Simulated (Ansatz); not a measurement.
Abstraction of Cl: C2H5ClGe + C2H6Ga → C2H5Ge + C2H6ClGa

Gas-phase species: C2H5ClGe `C=[CH][GeH2][Cl]`, singlet; C2H6Ga `C[CH2][GaH]`, doublet; C2H5Ge `C=[CH][GeH2]`, doublet; C2H6ClGa `C[CH2][GaH][Cl]`, singlet. A radical takes Cl: the energy is the difference in strength between the Ge–Cl bond broken and the Ga–Cl bond made.

Shapes, held fixed at every level: PBE0-D4/def2-TZVP. Flexible molecules stand in one conformer, not always the lowest. Programs: Ansatz 0.2.0. The zero-point and thermal change to 298 K, harmonic and unscaled (PBE0-D4/def2-TZVP), is 0.0 kJ/mol.

Task: Estimate ΔH(298 K) of this reaction.

Result: B2PLYP/def2-TZVPP gives ΔH(298 K) = -47.0 kJ/mol; the levels span -52.6 to -45.2. The median of the levels is -47.1. No measured value is set beside it here. Spin contamination: C2H5Ge (⟨S²⟩ up to 0.88). Open shells run unrestricted. Relativity is left out for Ga, Ge. Outer-core shells of Ga, Ge are correlated, in sets that cover them unevenly. Times are processor times on shared x86 and Arm servers, and rough.

```tsv
level	kind	ΔH(298 K) (kJ/mol)	CPU time (sum over the molecules)
SPW92/def2-TZVPP	LDA	-47.6	16 s
r2SCAN-D4/def2-TZVPP	meta-GGA	-52.6	49 s
BHLYP-D4/def2-TZVPP	global hybrid	-47.1	34 s
r2SCAN0-D4/def2-TZVPP	global hybrid	-51.9	54 s
wB97M-V/def2-TZVPP	range-separated hybrid	-45.2	1.8 min
wB97X-V/def2-TZVPP	range-separated hybrid	-45.7	81 s
B2PLYP/def2-TZVPP	double hybrid	-47.0	52 s
```
